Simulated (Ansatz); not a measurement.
Basis-set extrapolation for `[CH3][AlH][SiH2]CF` (PBE0-D4/def2-TZVP geometry, frozen core, Ansatz 0.2.0). Multiplicity 1, RHF reference.

|  | def2-TZVPP | def2-QZVPP |
| --- | --- | --- |
| HF | -710.760085 | -710.784323 |
| MP2 correlation | -0.808516 | -0.870212 |
| CCSD(T) correlation | -0.897787 | not run |

Energies in hartree. Use E(X) = E(∞) + A·exp(−7.88·√X) for Hartree–Fock and E(X) = E(∞) + B·X^(−2.97) for correlation, with X = 3 and 4, and add CCSD(T) minus MP2 of the smaller set to the MP2 limit.

**Question.** What is the CCSD(T) energy at the basis-set limit?

**Answer.** HF limit: -710.784323 + (-0.024238) × 0.13774 = -710.78766. MP2 limit: -0.870212 + (-0.061696) × 0.74074 = -0.91591. Higher-order term: -0.897787 − (-0.808516) = -0.08927. Total: -711.79284 hartree, 84.7 kcal/mol below CCSD(T)/def2-TZVPP.
